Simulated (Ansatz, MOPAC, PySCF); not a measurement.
Species: Si$_{2}$H$_{4}$, net charge 0, singlet state. SMILES: [SiH][SiH3]
Coordinates optimised at B3LYP-D3(BJ)/def2-TZVP (Ansatz, a quantum-chemistry and plane-wave program):
```xyz
6

Si     0.0071     1.0500     0.8096
H     -0.4184     1.8608    -0.4081
Si     0.0198    -0.9006    -0.5838
H      0.9769    -0.6998    -1.7070
H     -1.3363    -1.1013    -1.1659
H      0.4013    -2.1512     0.1194
```
Charge 0, spin multiplicity 1.

Property: size of the dipole moment, in D. Conventions: no spin-orbit coupling; 6-31G* and kin with 6d, 5d where marked; non-relativistic; dispersion terms only where a functional's name holds one. First-principles rows: single points at B3LYP-D3(BJ) geometries (Ansatz). Semi-empirical rows: dipoles at the shared geometry.

```
level               program  size of the dipole moment (D)
------------------  -------  -----------------------------
PM6                   MOPAC                           0.69
B3LYP/6-31G          Ansatz                           0.41
B3LYP/6-31G**        Ansatz                           0.31
B3LYP/cc-pVDZ        Ansatz                           0.26
M06-2X/6-31G* (5d)    PySCF                           0.33
B3PW91/6-31G* (5d)    PySCF                           0.33
```

No value to compare with is used here. The 6 habitual levels span 0.26 (B3LYP/cc-pVDZ) to 0.69 D (PM6).

The levels are drawn from those run, B3LYP/6-31G* more often than the rest, none by its result; runs whose electronic state is in doubt are left out.
